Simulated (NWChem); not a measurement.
System: ScH2O2Cl; SMILES [OH][Sc]([OH])[Cl]

```xyz
6

Sc    -0.0016    -0.3818     0.0000
Cl    -0.0044     1.9446     0.0000
O      1.5693    -1.3531     0.0000
H      2.5100    -1.5846     0.0000
O     -1.6131    -1.3075     0.0000
H     -2.0505    -2.1728     0.0000
```
Atoms are numbered in this order, from 1.

Results from NWChem. Coordinates come from a PBE-D3(BJ)/def2-SVP optimisation.

Q: Among these, which level gives the highest value of “dipole (D)”?
A. PBE/pcseg-2
B. PBE/aug-pcseg-1
C. PBE/def2-SVP
D. PBE/pcseg-1

A: D, PBE/pcseg-1. Values: PBE/aug-pcseg-1 3.55; PBE/pcseg-2 3.64; PBE/def2-SVP 3.72; PBE/pcseg-1 4.06
